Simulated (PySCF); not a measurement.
**Correlation energy of Tl (thallium, neutral)**

[Xe] 4f14 5d10 6s1 6p2, high-spin 4P determinant (an excited configuration). Calculation: PySCF 2.14, in x2c-TZVPPall with one added diffuse shell each of s, p, d, f type (12s8p7d4f, 99 functions); the spin-free X2C one-electron Hamiltonian (Gaussian nucleus). Frozen: [Kr] 4d10 4f14; 21 electrons correlated.

```csv
level,correlation energy (mhartree)
CCSD,-408.10
(T),-8.23
CCSD(T),-416.33
```

Diagnostics: T1 = 0.0086, D1 = 0.0344, largest double amplitude 0.035.

Task: Is a single reference adequate?

Result: Yes, within this model without spin-orbit coupling: T1 lies below 0.03 and no double amplitude reaches 0.07.

This basis was not built for core-valence correlation, so the inner-shell part is incomplete.

Spin-orbit coupling is strong in this species, so the high-spin LS determinant is a model state.
